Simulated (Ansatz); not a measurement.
Isomers of Si$_{4}$Ge$_{6}$ (singlet), relaxed with PBE-D4/def2-SVP; total energies from Ansatz at PBE0-D4/def2-TZVP.

| isomer | description | energy (Eh) |
| --- | --- | --- |
| A | point group not assigned; 13 × Ge–Si 2.41 to 2.76 Å; 4 × Ge–Ge 2.52 to 2.87 Å; 2 × Si–Si 2.33 to 2.58 Å | -13618.19816 |
| B | point group not assigned; 7 × Ge–Ge 2.48 to 2.85 Å; 6 × Ge–Si 2.43 to 2.58 Å; 4 × Si–Si 2.33 to 2.62 Å | -13618.20033 |

The isomers come from a short search, and lower ones may exist.

Q: Work out the relative energies (1 Eh = 2625.5 kJ/mol) and the Boltzmann populations at 1200 K from electronic energies alone (R = 8.314 J/mol/K).

A: ΔE: A 5.7, B 0.0 kJ/mol. RT = 9.98 kJ/mol. Factors exp(−ΔE/RT): A 0.565, B 1; sum 1.565. Populations: A 36.1 %, B 63.9 %. Zero-point energy, vibrational entropy and symmetry numbers are left out and can shift these; an error of 4 kJ/mol changes a ratio by a factor of 1.5. Over the other density-functional and correlated levels in def2 sets, the gap between B and A ranges from 5 to 18 kJ/mol.
